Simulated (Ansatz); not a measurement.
Born–Oppenheimer molecular dynamics of C2H6BF (10 atoms, charge 0, multiplicity 1). It goes on from the last frame of an earlier run, with new velocities.

Method: UKS PBE0/STO-3G (Ansatz 0.2.0).

| Item | Value |
| --- | --- |
| ensemble | NVT, Langevin thermostat |
| time step | 1 fs |
| steps asked | 297 |
| set temperature | 500 K |
| friction | 0.005 /fs |
| seed | 852545 |

First frame:

```xyz
10
Properties=species:S:1:pos:R:3
B -1.068 0.754 -0.927
C -0.310 -0.557 -0.177
C 0.892 -0.175 0.940
F 1.943 -1.082 0.983
H -1.681 0.475 -1.838
H -1.148 1.807 -0.529
H 0.181 -1.300 -0.804
H -1.099 -1.129 0.351
H 0.571 0.158 2.027
H 1.156 0.900 0.576
```

Problem. How far do the bonds stretch over the last three quarters of this one trajectory? (Pairs bonded in most of those frames.)

Solution. 
| bond | mean (Å) | spread (Å) | shortest | longest |
| --- | --- | --- | --- | --- |
| B1–C2 | 1.579 | 0.052 | 1.46 | 1.68 |
| B1–H5 | 1.179 | 0.018 | 1.13 | 1.23 |
| B1–H6 | 1.179 | 0.015 | 1.14 | 1.21 |
| C2–C3 | 1.574 | 0.037 | 1.50 | 1.65 |
| C2–H7 | 1.106 | 0.017 | 1.06 | 1.14 |
| C2–H8 | 1.107 | 0.036 | 1.03 | 1.18 |
| C3–F4 | 1.412 | 0.029 | 1.37 | 1.56 |
| C3–H9 | 1.121 | 0.030 | 1.06 | 1.19 |
| C3–H10 | 1.120 | 0.028 | 1.06 | 1.18 |

Mean temperature of the second half: 606 K. The mean temperature of the second half is 21 % above the set value. A run of 0.3 ps of so small a system gives no equilibrium averages. Limits of this set-up: minimal basis.

Time of the run: 23 min on 1 CPU thread of a shared host.
